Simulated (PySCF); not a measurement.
Computed shifts of a molecule C4H5NO, PBE/pcSseg-1 (PySCF), GIAO, gas phase, equivalent atoms averaged, in ppm (number of nuclei): ¹³C: 168.3 (1), 162.8 (1), 108.6 (1), 86.0 (1). ¹⁵N: 372.4 (1). ¹H: 7.58 (1), 6.44 (2), 4.92 (1), 4.69 (1). References: ¹³C against TMS (σ = 182.0 ppm); ¹⁵N against NH3 (σ = 267.0 ppm); ¹⁷O against H2O (σ = 334.3 ppm); ¹H against TMS (σ = 31.49 ppm), references at their B3LYP-D3(BJ)/def2-TZVP geometries, non-relativistic. Geometry: ωB97X-D3(BJ)/def2-SVP. One conformer was computed; it need not be the lowest.

Q: Which structure fits?
A. C1=COC=NC1
B. Nc1ccco1
C. C=C1C=NCO1
D. CO/C=C/C#N

A: C, C=C1C=NCO1
